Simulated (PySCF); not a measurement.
B3LYP has the VWN-RPA correlation part, as in Gaussian. 

```xyz
8

B      0.2086     0.9705    -0.1090
B      1.2081    -0.3958    -0.4398
O      0.1134    -1.2160    -0.4309
C     -0.8985    -0.1608    -0.1449
H      0.1221     2.1392     0.0777
H      2.3042    -0.8179    -0.6382
H     -1.6365    -0.1270    -0.9515
H     -1.4213    -0.3921     0.7876
```

Charge 0, multiplicity 1.

Problem. Give the Mulliken and meta-Löwdin atomic charges from B3LYP-D3(BJ)/def2-TZVP (PySCF).

Solution. 
```
atom  Mulliken (e)  meta-Löwdin (e)
----  ------------  ---------------
B1            0.00             0.03
B2            0.07             0.13
O3           -0.25            -0.35
C4           -0.07            -0.10
H5            0.03             0.02
H6            0.00             0.00
H7            0.11             0.13
H8            0.11             0.13
```
